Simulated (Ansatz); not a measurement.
Born–Oppenheimer molecular dynamics of H8OSi3 (12 atoms, charge 0, multiplicity 1). It starts from a relaxed structure.

Computed with RKS PBE-D4/6-31G* in Ansatz.

```yaml
ensemble: NVT, Langevin thermostat
time_step: 0.5 fs
steps_asked: 150
set_temperature: 300 K
friction: 0.001 /fs
seed: 38442
```

Frames 2.5 fs apart, positions in Å, forces in eV/Å.

Velocities at 10 fs (Å/ps):

```
Si 2.31 -2.30 0.89
O 0.26 2.07 1.44
Si -3.62 2.08 -3.32
H 5.82 -17.40 -2.48
H -4.95 12.85 7.79
H -13.84 -10.43 -9.45
H -2.95 -16.55 -3.04
Si 2.59 1.11 2.72
H 0.25 -2.50 12.63
H -2.24 -5.96 -21.93
H -6.56 -12.96 9.24
H -7.91 0.66 -4.55
```

```xyz
12
Properties=species:S:1:pos:R:3:forces:R:3 time_fs=10 energy_less_start_eV=0.227 T=134
Si 0.140 -0.074 -0.033 -0.72 -0.03 0.38
O -0.109 -0.447 1.591 -0.22 0.44 0.12
Si -1.457 -0.472 2.595 -0.15 -1.39 -0.24
H -2.320 -1.639 2.040 0.32 0.48 0.55
H -0.908 -0.750 3.993 -0.33 0.15 -0.43
H -2.409 0.694 2.596 0.36 0.23 -0.04
H 1.617 0.012 -0.137 0.24 0.00 -0.31
Si -1.028 1.895 -0.645 -0.61 -1.11 -0.56
H -2.523 1.704 -0.454 0.26 -0.07 0.13
H -0.678 3.129 0.041 0.36 0.75 0.27
H -0.901 1.935 -2.142 0.17 0.31 -0.03
H -0.465 -1.159 -0.927 0.32 0.23 0.17
12
Properties=species:S:1:pos:R:3:forces:R:3 time_fs=12.5 energy_less_start_eV=0.247 T=123
Si 0.145 -0.079 -0.030 -0.77 0.06 0.35
O -0.109 -0.441 1.596 -0.21 0.43 0.10
Si -1.466 -0.468 2.586 -0.09 -1.50 -0.08
H -2.298 -1.668 2.050 0.30 0.54 0.53
H -0.927 -0.713 4.000 -0.34 0.15 -0.52
H -2.438 0.678 2.570 0.33 0.27 -0.07
H 1.619 -0.030 -0.154 0.29 0.03 -0.27
Si -1.022 1.896 -0.639 -0.70 -1.40 -0.47
H -2.516 1.696 -0.419 0.32 -0.04 0.11
H -0.669 3.140 -0.005 0.43 0.99 0.41
H -0.913 1.912 -2.124 0.16 0.30 -0.27
H -0.474 -1.148 -0.930 0.28 0.18 0.18
12
Properties=species:S:1:pos:R:3:forces:R:3 time_fs=15 energy_less_start_eV=0.149 T=189
Si 0.148 -0.084 -0.026 -0.33 0.37 0.43
O -0.109 -0.433 1.601 -0.16 0.37 0.04
Si -1.476 -0.467 2.577 0.09 -1.00 -0.12
H -2.262 -1.669 2.087 -0.01 0.16 0.30
H -0.961 -0.666 3.979 -0.17 0.07 -0.14
H -2.447 0.677 2.537 0.27 0.25 -0.11
H 1.634 -0.071 -0.190 0.03 0.06 -0.16
Si -1.018 1.894 -0.634 -0.23 -0.51 -0.18
H -2.495 1.686 -0.378 0.18 -0.02 0.10
H -0.637 3.204 -0.033 0.16 0.10 0.04
H -0.918 1.909 -2.126 0.10 0.24 -0.18
H -0.466 -1.124 -0.922 0.07 -0.10 -0.01
12
Properties=species:S:1:pos:R:3:forces:R:3 time_fs=17.5 energy_less_start_eV=0.160 T=180
Si 0.151 -0.089 -0.020 0.15 0.67 0.42
O -0.109 -0.423 1.605 -0.09 0.27 -0.01
Si -1.485 -0.468 2.568 0.35 -0.12 -0.24
H -2.226 -1.661 2.140 -0.47 -0.50 -0.03
H -1.001 -0.614 3.951 0.07 -0.01 0.43
H -2.441 0.687 2.498 0.20 0.19 -0.14
H 1.648 -0.107 -0.238 -0.25 0.10 0.00
Si -1.014 1.892 -0.629 0.39 0.42 -0.15
H -2.468 1.675 -0.333 -0.05 0.01 0.10
H -0.593 3.274 -0.059 -0.15 -0.79 -0.24
H -0.918 1.923 -2.137 0.01 0.15 0.09
H -0.456 -1.104 -0.912 -0.16 -0.40 -0.21
12
Properties=species:S:1:pos:R:3:forces:R:3 time_fs=20 energy_less_start_eV=0.175 T=158
Si 0.153 -0.093 -0.013 0.28 0.65 0.07
O -0.111 -0.413 1.611 -0.01 0.12 -0.04
Si -1.494 -0.470 2.558 0.36 0.25 -0.14
H -2.222 -1.679 2.191 -0.54 -0.62 -0.15
H -1.034 -0.560 3.946 0.15 -0.03 0.56
H -2.424 0.705 2.453 0.14 0.08 -0.17
H 1.650 -0.136 -0.287 -0.37 0.13 0.16
Si -1.010 1.890 -0.625 0.69 0.71 -0.26
H -2.445 1.664 -0.287 -0.19 0.05 0.09
H -0.556 3.299 -0.095 -0.27 -1.01 -0.21
H -0.922 1.951 -2.140 -0.05 0.04 0.21
H -0.457 -1.103 -0.914 -0.19 -0.36 -0.12
12
Properties=species:S:1:pos:R:3:forces:R:3 time_fs=22.5 energy_less_start_eV=0.116 T=202
Si 0.155 -0.095 -0.005 -0.09 0.37 -0.48
O -0.112 -0.403 1.617 0.05 -0.05 0.01
Si -1.501 -0.471 2.547 0.09 -0.17 0.30
H -2.248 -1.733 2.232 -0.11 0.06 -0.03
H -1.056 -0.508 3.972 0.02 -0.04 0.07
H -2.402 0.725 2.400 0.07 -0.05 -0.17
H 1.631 -0.157 -0.322 -0.17 0.14 0.24
Si -1.006 1.890 -0.621 0.54 0.28 -0.39
H -2.431 1.659 -0.234 -0.13 0.10 0.02
H -0.533 3.264 -0.138 -0.14 -0.52 0.08
H -0.929 1.984 -2.132 -0.10 -0.07 0.16
H -0.470 -1.121 -0.924 -0.04 -0.06 0.19
12
Properties=species:S:1:pos:R:3:forces:R:3 time_fs=25 energy_less_start_eV=0.171 T=174
Si 0.158 -0.096 0.003 -0.64 0.16 -0.84
O -0.113 -0.394 1.622 0.12 -0.20 0.08
Si -1.508 -0.473 2.538 -0.13 -0.53 0.84
H -2.282 -1.788 2.272 0.31 0.70 0.03
H -1.080 -0.455 4.007 -0.13 -0.08 -0.52
H -2.375 0.741 2.336 -0.02 -0.14 -0.13
H 1.603 -0.169 -0.345 0.24 0.12 0.23
Si -1.000 1.890 -0.617 0.06 -0.69 -0.54
H -2.422 1.662 -0.179 0.03 0.15 -0.08
H -0.515 3.199 -0.174 0.21 0.50 0.50
H -0.941 2.010 -2.119 -0.14 -0.16 0.02
H -0.485 -1.140 -0.923 0.09 0.17 0.41
12
Properties=species:S:1:pos:R:3:forces:R:3 time_fs=27.5 energy_less_start_eV=0.228 T=138
Si 0.159 -0.097 0.009 -0.89 0.12 -0.88
O -0.115 -0.385 1.627 0.21 -0.33 0.13
Si -1.516 -0.477 2.530 -0.13 -0.34 1.03
H -2.294 -1.803 2.312 0.37 0.74 -0.04
H -1.109 -0.409 4.015 -0.15 -0.12 -0.67
H -2.349 0.746 2.266 -0.13 -0.20 -0.07
H 1.586 -0.174 -0.356 0.48 0.10 0.21
Si -0.994 1.888 -0.614 -0.23 -1.11 -0.48
H -2.410 1.677 -0.127 0.13 0.17 -0.16
H -0.483 3.163 -0.183 0.41 0.98 0.68
H -0.963 2.027 -2.106 -0.15 -0.19 -0.13
H -0.493 -1.150 -0.896 0.08 0.16 0.38
12
Properties=species:S:1:pos:R:3:forces:R:3 time_fs=30 energy_less_start_eV=0.155 T=184
Si 0.157 -0.097 0.013 -0.53 0.20 -0.70
O -0.115 -0.378 1.634 0.27 -0.39 0.14
Si -1.524 -0.482 2.524 0.08 0.40 0.71
H -2.283 -1.774 2.349 0.07 0.17 -0.19
H -1.148 -0.370 3.987 -0.02 -0.11 -0.27
H -2.333 0.744 2.196 -0.21 -0.26 0.01
H 1.599 -0.172 -0.356 0.21 0.11 0.25
Si -0.989 1.885 -0.612 0.10 -0.30 -0.11
H -2.389 1.707 -0.083 0.06 0.15 -0.16
H -0.430 3.180 -0.157 0.12 0.24 0.36
H -0.999 2.031 -2.100 -0.13 -0.16 -0.18
H -0.499 -1.153 -0.849 -0.01 -0.04 0.14
12
Properties=species:S:1:pos:R:3:forces:R:3 time_fs=32.5 energy_less_start_eV=0.183 T=174
Si 0.155 -0.095 0.016 0.00 0.26 -0.40
O -0.113 -0.372 1.641 0.31 -0.40 0.11
Si -1.532 -0.487 2.519 0.42 1.25 0.10
H -2.265 -1.737 2.375 -0.39 -0.69 -0.33
H -1.188 -0.337 3.946 0.15 -0.04 0.40
H -2.328 0.727 2.127 -0.29 -0.24 0.07
H 1.626 -0.162 -0.344 -0.22 0.11 0.29
Si -0.984 1.881 -0.610 0.57 0.67 0.09
H -2.364 1.746 -0.050 -0.11 0.10 -0.09
H -0.371 3.211 -0.110 -0.27 -0.65 -0.09
H -1.046 2.025 -2.105 -0.07 -0.11 -0.01
H -0.505 -1.161 -0.794 -0.10 -0.25 -0.14
12
Properties=species:S:1:pos:R:3:forces:R:3 time_fs=35 energy_less_start_eV=0.221 T=143
Si 0.152 -0.093 0.018 0.20 0.15 -0.15
O -0.111 -0.369 1.649 0.31 -0.35 0.09
Si -1.539 -0.488 2.515 0.50 1.27 -0.22
H -2.267 -1.735 2.384 -0.42 -0.86 -0.32
H -1.217 -0.303 3.929 0.19 0.01 0.65
H -2.340 0.692 2.064 -0.38 -0.12 0.10
H 1.641 -0.144 -0.318 -0.43 0.09 0.24
Si -0.978 1.879 -0.608 0.64 1.02 0.08
H -2.345 1.795 -0.017 -0.16 0.04 -0.07
H -0.328 3.208 -0.066 -0.40 -0.92 -0.35
H -1.097 2.010 -2.113 0.02 -0.06 0.21
H -0.517 -1.181 -0.745 -0.07 -0.28 -0.27
12
Properties=species:S:1:pos:R:3:forces:R:3 time_fs=37.5 energy_less_start_eV=0.150 T=192
Si 0.149 -0.091 0.021 -0.18 -0.24 -0.04
O -0.110 -0.369 1.657 0.29 -0.25 0.08
Si -1.545 -0.487 2.510 0.13 0.47 0.01
H -2.289 -1.779 2.374 0.08 -0.09 -0.16
H -1.234 -0.272 3.948 0.05 -0.04 0.18
H -2.370 0.651 2.007 -0.36 -0.05 0.14
H 1.632 -0.121 -0.283 -0.26 0.04 0.12
Si -0.971 1.880 -0.606 0.24 0.68 0.01
H -2.336 1.847 0.010 -0.07 -0.03 -0.09
H -0.308 3.153 -0.040 -0.19 -0.52 -0.33
H -1.146 1.991 -2.110 0.12 0.01 0.27
H -0.535 -1.217 -0.712 0.15 0.01 -0.18
```

Of the whole run (75 fs, mean temperature of the second half 154 K): The mean temperature of the second half is 49 % below the set value. A run of 0.075 ps of so small a system gives no equilibrium averages.

Time of the run: 9 min on 1 thread of Arm Neoverse V1, on a shared host, peak memory 0.13 GiB.
